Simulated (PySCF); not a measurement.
GeH5N, SMILES [NH2][GeH3]. The structure is a stationary point at PBE0-D3(BJ)/def2-TZVP.

TDA-CAM-B3LYP/def2-SVPD (PySCF) puts the lowest singlet excitations at 6.21, 7.24, 7.72, 8.14, 8.24, 8.55 eV.

What are the lowest excitation roots from ADC(2)/aug-cc-pVDZ run with PySCF 2.14.0? (An estimate is asked for; the answer gives what the named calculation found.)

5.63, 6.87, 6.88, 7.38, 7.48, 7.70 eV. S1 differs by -0.58 eV (second minus first; roots are paired by order, and the bases may differ).
